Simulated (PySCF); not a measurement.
## S⁺ (sulfur, charge +1): r2SCAN calculation

Configuration: [Ne] 3s2 3p3, high-spin 4S determinant. Calculation: PySCF 2.14, in dyall-acv3z (19s12p6d4f, 113 functions); the non-relativistic Hamiltonian (point nucleus).

```
Total energy                                     : -397.7158 hartree
One-electron energy                              : -543.0275 hartree
Hartree (Coulomb) energy                         : 170.6394 hartree
Exchange-correlation energy                      : -25.3277 hartree
Kinetic energy                                   : 397.23710 hartree
⟨S²⟩                                             : 3.7505
⟨L²⟩                                             : 0.000
Sum of ⟨r⟩                                       : 12.71 bohr
Sum of ⟨r²⟩                                      : 20.56 bohr²
Density at the nucleus (Gaussians lack the cusp) : 2660 bohr⁻³
Spin density at the nucleus                      : 0.0744 bohr⁻³
Langevin diamagnetic susceptibility              : -16.3 ×10⁻⁶ cm³/mol
```

| shell | electrons | mean orbital energy (eV) | rms radius, mean of both spins (bohr) |
| --- | --- | --- | --- |
| 1s α | 1 | -2422.7 | 0.113 |
| 1s β | 1 | -2422.1 | 0.113 |
| 2s α | 1 | -226.72 | 0.522 |
| 2s β | 1 | -226.37 | 0.522 |
| 2p α | 3 | -170.91 | 0.494 |
| 2p β | 3 | -170.19 | 0.494 |
| 3s α | 1 | -29.845 | 1.78 |
| 3s β | 1 | -25.256 | 1.78 |
| 3p α | 3 | -18.475 | 2.02 |
